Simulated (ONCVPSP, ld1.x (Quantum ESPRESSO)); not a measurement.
**Potentials for C (Z = 6) compared**

Generated with ld1.x 7.5 (TM, RRKJ, ultrasoft, PAW), atompaw 4.2 or ONCVPSP 4.0.1. The cutoff is in Ry: for ld1.x and atompaw files where the sum of valence levels is converged to 10 mRy in a Bessel basis, for ONCV files where the hardest occupied wave has 1 mHa per electron of residual kinetic energy. The error is the largest all-electron minus pseudo excitation energy over each file’s own four to seven test configurations (ionisations up to +4, promotions, holes and added fractions of an electron), all of which were solved. The labels leave out finer settings (local radius, basis sizes, second energies), which also bear on the numbers. Spin-polarised tests are not counted. The rows are a selection from randomly drawn settings: files with unsolved tests, undetermined cutoffs or missed reference levels are left out.

A true bound ghost makes a file unfit for plane-wave use even where its test errors are small: the radial tests pick states by their node count and pass the ghost by.

```tsv
potential	cutoff (Ry)	largest error (meV)	bound ghosts
ONCV, BLYP, non-relativistic, rc 1.35/1.95 (sp), local smoothed, core correction yes, reference 2s2 2p2, qcut 3.8/6.7, projectors 1/2	107	+585	none
ONCV, PBEsol, scalar-relativistic, rc 1.30/3.10/2.70 (spd), local smoothed, core correction yes, reference 2s2 2p2, qcut 5.1/5.1/3.1, projectors 2/3/2	72	+2191	none
ONCV, PBEsol, scalar-relativistic, rc 1.35/1.70/1.45 (spd), local smoothed, core correction yes, reference 2s2 2p2, qcut 4.3/8.2/7.8, projectors 2/2/3	45	+365	none
ONCV, PBEsol, non-relativistic, rc 1.25/3.05 (sp), local smoothed, core correction no, reference 2s2 2p2, qcut 5/4, projectors 2/2	55	+3238	none
ONCV, LDA (Perdew-Wang 92), scalar-relativistic, rc 1.15/1.25 (sp), local smoothed, core correction yes, reference 2s2, qcut 5.1/6, projectors 2/2	121	+136	none
ONCV, PBE, scalar-relativistic, rc 1.15/3.00 (sp), local smoothed, core correction yes, reference 2s2 2p2, qcut 7/3.9, projectors 2/2	37	+3401	none
```

**Question.** Fill in the row for C: ONCV, PBEsol, fully relativistic, rc 1.20/3.05/3.30 (spd), local smoothed, core correction yes, reference 2s2 2p2, qcut 6/4.4/3.3, projectors 2/3/1.

**Answer.** cutoff 31 Ry, largest error +2620 meV, bound ghosts: none.

**Question.** Fill in the row for C: TM, BP86, scalar-relativistic, rc 0.85/2.05/2.20 (spd), local s, core correction no, reference 2s1.5 2p2.5.

**Answer.** cutoff 70 Ry, largest error +361 meV, bound ghosts: none.

**Question.** Fill in the row for C: ONCV, PBE, scalar-relativistic, rc 0.85/2.05 (sp), local smoothed, core correction yes, reference 2s2 2p1.75, qcut 9.1/7.1, projectors 2/2.

**Answer.** cutoff 69 Ry, largest error +238 meV, bound ghosts: s.
